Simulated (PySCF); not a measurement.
# First hyperpolarisability: `CC(C)=C=C(C)Br`, C₆H₉Br

Cartesian coordinates in Å; atom numbers follow the order of the lines, from 1:
```xyz
16

C    -2.197   -1.774   -1.431
C    -1.482   -1.325   -0.187
C    -2.235   -1.445    1.109
C    -0.258   -0.843   -0.232
C     0.955   -0.364   -0.277
C     2.238   -1.122   -0.163
Br    1.186    1.530   -0.517
H    -3.135   -1.207   -1.557
H    -2.475   -2.839   -1.353
H    -1.582   -1.637   -2.330
H    -2.544   -2.489    1.280
H    -1.633   -1.111    1.964
H    -3.156   -0.839    1.071
H     2.849   -0.990   -1.070
H     2.831   -0.756    0.690
H     2.033   -2.192   -0.023
```

Theory: quadratic response CAM-B3LYP/aug-cc-pVDZ first hyperpolarisability, Taylor convention, gas phase in PySCF. Geometry: PBE0-D3(BJ)/def2-SVP.

The calculation is non-relativistic, which matters for the atoms heavier than Zn.

Problem. Give β for the processes computed.

Solution. In 10⁻³⁰ esu, Taylor convention; the vector part is βᵢ = ⅓ Σⱼ (βᵢⱼⱼ + βⱼᵢⱼ + βⱼⱼᵢ); β∥ is 3/5 of the vector part along the dipole, the dipole points from − to +:
| process | λ (nm) | β vector norm | β∥ | β HRS | depolarisation ratio |
| --- | --- | --- | --- | --- | --- |
| static β(0;0,0) | ∞ | 1.38 | 0.82 | 0.53 | 7.01 |
| second harmonic β(−2ω;ω,ω) | 1907 | 1.49 | 0.89 | 0.57 | 6.99 |
| Pockels β(−ω;ω,0) | 1907 | 1.41 | 0.85 | – | – |
| second harmonic β(−2ω;ω,ω) | 1064 | 1.77 | 1.06 | 0.68 | 6.90 |
| Pockels β(−ω;ω,0) | 1064 | 1.49 | 0.89 | – | – |

Problem. Which lowest excitations, dipole and polarisabilities go with it?

Solution. S1 4.70 eV (f = 0.000); S2 5.89 eV (f = 0.118); S3 5.89 eV (f = 0.002); dipole 2.50 D; isotropic α 104.9 au static, 105.3 au at 1907 nm, 106.3 au at 1064 nm, 106.6 au at 953.5 nm, 110.7 au at 532 nm.
